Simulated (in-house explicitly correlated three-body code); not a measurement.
Computed with an exponentially correlated three-body code. Model: two electrons around a point charge, non-relativistic, variational in 260 exponentially correlated functions (energies converged to about 1e-7 hartree, or 1e-8 relative for large Z).

Command:
```bash
python run_hyl.py task.json out
```
Settings (lengths in bohr, energies in hartree):
```
Z                      5
screening              0.05
interaction_strength   1
functions              260
states_tried           13
```

Run time, properties included: 42 s on 1 thread of Intel(R) Xeon(R) 6975P-C (Granite Rapids), with other jobs on the host.

**Those bound S and P states to n = 4 that converged, binding against the one-electron ion.**

Given: nuclear charge 5; Yukawa screening of all interactions 0.05 1/bohr.

Computed: one-electron threshold -12.2518627 hartree.

```tsv
term	energy (hartree)	binding (eV)
1 1S	-21.5844023	253.95
2 3S	?	?
2 1S	?	?
2 3P	-14.1307742	51.128
2 1P	-14.0352956	48.53
3 3S	-13.0198635	20.898
3 1S	-12.9793647	19.796
3 3P	-12.9763389	19.714
3 1P	-12.9494452	18.982
4 3S	-12.6041206	9.5854
4 1S	-12.5882605	9.1539
4 3P	-12.5863922	9.103
4 1P	-12.5755938	8.8092
```

What belongs in the row 2 3S?

energy (hartree): -14.2923044; binding (eV): 55.523.

What belongs in the row 2 1S?

energy (hartree): -14.1373854; binding (eV): 51.308.

**Converged states only, values per electron or pair (inverse distances are <exp(-kr)/r>).**

```csv
term,mean r (bohr),mean r squared (bohr²),mean inverse r (1/bohr),mean r12 (bohr),mean inverse r12 (1/bohr),mean cosine,mean p1 dot p2 (bohr⁻²),delta r1 (bohr⁻³),delta r12 (bohr⁻³)
1 1S,0.32459,0.142,4.6377,0.48249,2.765,-0.026433,0.55256,34.754,3.3118
2 3S,0.82805,1.1309,2.981,1.4038,0.79209,-0.0083985,0.038639,21.584,-
2 1S,0.87404,1.2827,2.9593,1.4832,0.88611,-0.011549,0.046054,21.403,0.50333
2 3P,0.74974,0.92606,2.9618,1.2638,0.92113,-0.065877,-1.2605,19.65,-
2 1P,0.78456,1.0258,2.9456,1.297,0.95162,0.031768,1.1486,19.94,0.10991
3 3S,1.7372,5.7802,2.6811,3.194,0.35369,-0.0026467,0.010948,20.361,-
3 1S,1.8062,6.2935,2.6753,3.3289,0.37793,-0.0036275,0.013829,20.324,0.14576
3 3P,?,?,?,?,?,?,?,?,-
3 1P,1.7358,5.8556,2.6712,3.1865,0.39604,0.0080257,0.30587,19.9,0.03594
4 3S,3.0562,19.056,2.579,5.823,0.18497,-0.0010951,0.0043899,20.078,-
4 1S,3.1519,20.334,2.5766,6.0132,0.19415,-0.0015073,0.005678,20.065,0.059009
4 3P,?,?,?,?,?,?,?,?,-
4 1P,3.1031,19.835,2.5748,5.9149,0.2012,0.0031031,0.12065,19.894,0.015155
```

What belongs in the row 3 3P?

mean r (bohr): 1.6848; mean r squared (bohr²): 5.4917; mean inverse r (1/bohr): 2.6757; mean r12 (bohr): 3.0931; mean inverse r12 (1/bohr): 0.38577; mean cosine: -0.016453; mean p1 dot p2 (bohr⁻²): -0.30092; delta r1 (bohr⁻³): 19.831.

What belongs in the row 4 3P?

mean r (bohr): 3.0328; mean r squared (bohr²): 18.908; mean inverse r (1/bohr): 2.5767; mean r12 (bohr): 5.7775; mean inverse r12 (1/bohr): 0.19704; mean cosine: -0.0063647; mean p1 dot p2 (bohr⁻²): -0.11457; delta r1 (bohr⁻³): 19.868.

**Electric-dipole lines between converged S and P states, rate of the upper state's decay.**

```tsv
s state	p state	p minus s (eV)	oscillator strength from s	rate (1/s)
1 1S	2 1P	205.42	0.60718	3.706e+11
1 1S	3 1P	234.97	0.13343	1.0656e+11
1 1S	4 1P	245.14	0.049636	4.3144e+10
2 1S	2 1P	2.778	0.11576	1.2921e+07
2 1S	3 1P	32.326	0.32928	4.9767e+09
2 1S	4 1P	?	?	?
3 1S	2 1P	-28.733	-0.068279	2.4461e+09
3 1S	3 1P	0.81415	0.20549	1.9702e+06
3 1S	4 1P	10.987	0.34338	5.9956e+08
4 1S	2 1P	-39.376	-0.014091	9.4799e+08
4 1S	3 1P	-9.8283	-0.15045	6.3063e+08
4 1S	4 1P	0.34468	0.29744	511110
2 3S	2 3P	4.3955	0.16395	4.5815e+07
2 3S	3 3P	?	?	?
2 3S	4 3P	46.42	0.076246	2.3764e+09
3 3S	2 3P	-30.229	-0.075208	2.9822e+09
3 3S	3 3P	1.1844	0.27867	5.654e+06
3 3S	4 3P	11.795	0.29819	6.0008e+08
4 3S	2 3P	-41.542	-0.014895	1.1154e+09
4 3S	3 3P	-10.129	-0.16864	7.5069e+08
4 3S	4 3P	0.48242	0.39438	1.3275e+06
```

What belongs in the row 2 1S 4 1P?

p minus s (eV): 42.499; oscillator strength from s: 0.084024; rate (1/s): 2.195e+09.

What belongs in the row 2 3S 3 3P?

p minus s (eV): 35.809; oscillator strength from s: 0.28732; rate (1/s): 5.329e+09.

**Static dipole response.**

```json
{"state": "1 1S", "polarisability (bohr³)": "0.019655"}
{"state": "2 1S", "polarisability (bohr³)": "11.446"}
```
